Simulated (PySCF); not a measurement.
**Potential energy of TlP along the bond**

Set-up: Tl def2-SVP with ECP60, P def2-SVP; scalar-relativistic core potentials (PySCF 2.14). Energies in eV from Tl + P in their ground configurations at the same level. State: ³Σ⁻ (triplet), unpaired electrons π ↑↑.

All columns are TPSS. A positive dipole means Tl(−)P(+).

| R (Å) | E (eV) | μ (D) | Mulliken charge on Tl (basis-dependent) | HOMO (eV) | LUMO (eV) | Mayer bond order | ⟨S²⟩ |
| --- | --- | --- | --- | --- | --- | --- | --- |
| 2.359 | -1.262 | -0.81 | 0.15 | -4.29 | -4.21 | 1.24 | 2.01 |
| 2.469 | -1.624 | -1.36 | 0.19 | -4.32 | -3.97 | 1.19 | 2.01 |
| 2.578 | -1.832 | -1.89 | 0.22 | -4.31 | -3.74 | 1.15 | 2.01 |
| 2.661 | -1.913 | -2.27 | 0.24 | -4.29 | -3.59 | 1.12 | 2.01 |
| 2.743 | -1.946 | -2.64 | 0.25 | -4.25 | -3.45 | 1.10 | 2.01 |
| 2.825 | -1.941 | -2.98 | 0.27 | -4.20 | -3.33 | 1.08 | 2.01 |
| 2.935 | -1.890 | -3.42 | 0.28 | -4.13 | -3.18 | 1.06 | 2.01 |
| 3.072 | -1.779 | -3.91 | 0.29 | -4.03 | -3.04 | 1.04 | 2.01 |
| 3.237 | -1.605 | -4.43 | 0.30 | -3.90 | -2.92 | 1.01 | 2.02 |
| 3.456 | -1.347 | -5.00 | 0.29 | -3.74 | -2.85 | 0.97 | 2.04 |

A fit through these points gives, at Re = 2.771 Å, μ = -2.76 D and dμ/dR = -4.24 D/Å; the reduced mass is 26.91 u.

Q: How strong is the fundamental in the double-harmonic approximation, I = 42.26·(dμ/dR)²/μred km/mol?

A: I = 42.26·(-4.24)²/26.91 = 28.2 km/mol at TPSS.

Spin–orbit coupling is left out, which matters for elements this heavy, above all for dissociation energies. The state is the lowest determinant that a PBE0 search found; another state may lie lower at other levels.
